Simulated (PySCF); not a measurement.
Molecule: SMILES C=NC[C@@H]1CC[C@@H]1F, C6H10FN.

Bonds (- single, = double, # triple, : aromatic): C1=N2, N2-C3, C3-C4, C4-C5, C5-C6, C6-C7, C7-F8, C7-C4. C1 carries H9, H10; C3 carries H11, H12; C4 carries H13; C5 carries H14, H15; C6 carries H16, H17; C7 carries H18. Stereochemistry as in C=NC[C@@H]1CC[C@@H]1F. H10 is cis to C3; H15, H16 are cis to C3 on the ring; H11 is pro-R; H12 is pro-S; H9 is trans to C3; H14, H17 are trans to C3 on the ring.

Frames of a GFN2-xTB Langevin trajectory at 400 K; GIAO PBE0/pcSseg-1 shieldings in PySCF, gas phase, non-relativistic; equivalent atoms averaged within each frame.

Shifts are taken against calculated references (same method and geometry level): 13C (186.93 ppm) and 1H (31.72 ppm) against TMS; 15N (267.73 ppm) vs NH3; CFCl3 for 19F (170.95 ppm). The references are static minima.

**Question.** How do the shifts (ppm) fluctuate along the trajectory?

**Answer.** 
```csv
time (fs),C1,C7,C3,C4,C6,C5,N2,F8,H10,H9
optimised geometry,160.3,91.2,64.8,44.1,31.9,16.2,404.0,-206.9,7.96,7.51
250,176.2,93.6,58.2,42.7,42.5,26.9,442.0,-186.5,8.77,8.05
425,150.6,92.5,60.0,46.0,38.5,17.9,393.7,-196.7,7.90,7.87
625,164.0,101.7,71.7,39.9,26.2,22.6,425.4,-173.3,8.38,7.49
800,161.7,93.2,56.8,42.4,33.2,6.9,412.9,-197.5,8.24,7.50
1000,167.7,99.2,63.1,47.2,40.7,17.4,435.9,-194.6,8.20,7.37
mean of frames,164.1,96.0,61.9,43.6,36.2,18.3,422.0,-189.7,8.30,7.65
standard deviation,9.3,4.1,5.9,2.9,6.6,7.5,19.3,10.2,0.32,0.29
```

5 frames give an uncertainty of the mean of about the standard deviation over 2.2 at best, since frames this close in time may not be independent; classical motion lacks zero-point vibration, and the reference would need the same averaging.
